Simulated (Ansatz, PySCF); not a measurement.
Gas-phase reaction in SMILES: CO[SiH2]CCO + 5 [H][H] (H2) -> 3 C (CH4) + 2 O (H2O) + [SiH4] (SiH4)
Structures are relaxed separately at B3LYP-D3(BJ)/def2-TZVP in Ansatz (an electronic-structure program), one conformer each, not searched for the lowest. Frequencies are from Ansatz or PySCF.
Geometry of the first species:
```
Si
O 1 1.6472
C 2 1.4171 1 123.59
H 3 1.0899 2 108.15 1 -180.00
H 3 1.0949 4 108.64 2 -120.96
H 3 1.0949 4 108.64 5 -118.07
H 1 1.4887 2 110.14 3 59.00
H 1 1.4887 7 107.16 2 119.81
C 1 1.8689 7 111.28 8 121.86
H 9 1.0938 1 108.38 7 62.54
H 9 1.0938 10 106.74 1 -116.55
C 9 1.5161 10 109.35 11 -118.19
H 12 1.0974 9 110.26 10 -62.39
H 12 1.0974 13 107.61 9 120.29
O 12 1.4281 13 110.21 14 120.20
H 15 0.9631 12 108.75 13 -59.31
```

Property: energy of full hydrogenation (enthalpy at 298 K, with B3LYP-D3(BJ) rigid-rotor harmonic-oscillator terms), in kJ/mol. Correlated levels leave the core frozen unless marked. No spin-orbit coupling. No relativistic terms. Basis-set limits of correlation are two-point, X^-3; Hartree-Fock from the larger set.

| level | program | energy of full hydrogenation (kJ/mol) |
|---|---|---|
| PBE0-D3(BJ)/def2-TZVP | Ansatz + dftd3 | (withheld) |
| BHLYP-D4/def2-TZVPD | Ansatz + dftd4 | -208.0 |
| CCSD/cc-pV(T+d)Z | Ansatz | -213.6 |
| CCSD(T)/CBS(cc-pV(T+d)Z,cc-pV(Q+d)Z) | Ansatz | (withheld) |

Problem. Fill in the missing entries.

Solution. 
- PBE0-D3(BJ)/def2-TZVP, energy of full hydrogenation (kJ/mol): -194.3
- CCSD(T)/CBS(cc-pV(T+d)Z,cc-pV(Q+d)Z), energy of full hydrogenation (kJ/mol): -198.0
